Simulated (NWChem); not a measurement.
# ZrHOCl2 cation; SMILES [OH][Zr+]([Cl])[Cl]

```xyz
5

Zr     0.3072    -0.3247     0.0000
Cl    -0.8853     0.2036     1.8649
Cl    -0.8853     0.2036    -1.8649
O      1.8976     0.6037     0.0000
H      2.6315     1.2363     0.0000
```
Atoms are numbered in this order, from 1.

All runs: NWChem. Medium grid unless said otherwise, to which SCAN and Minnesota functionals are sensitive. Structure relaxed at the PBE0/def2-SVP level. The spin multiplicity was typed, not searched, and may not be the lowest. def2 effective core potentials on Zr; no spin-orbit coupling. B3LYP is NWChem's, with the RPA form of VWN correlation.

Problem. Order these by “orbital gap (eV)”, lowest first: B3PW91/def2-SVP; PW91/def2-SVP; TPSSh/def2-SVP; M06-2X/def2-SVP; r2SCAN/def2-SVP.

Solution. PW91/def2-SVP (3.53), r2SCAN/def2-SVP (4.19), TPSSh/def2-SVP (4.66), B3PW91/def2-SVP (5.36), M06-2X/def2-SVP (7.63)
